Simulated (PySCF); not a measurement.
Br2.

```xyz
2

Br     0.0000     0.0000    -1.1579
Br     0.0000     0.0000     1.1579
```
Charge 0, spin multiplicity 1.

The structure is a stationary point at B3LYP-D3(BJ)/def2-TZVP.

These are PBE0/pcSseg-2 in PySCF values and carry that method's errors. Non-relativistic, no solvent.

Computed absolute GIAO shielding of each atom: isotropic value and principal components (ppm):
```csv
atom,σ(iso),σ11,σ22,σ33,span
Br1,1758.4,1071.0,1071.0,3133.2,2062.2
Br2,1758.4,1071.0,1071.0,3133.2,2062.2
```
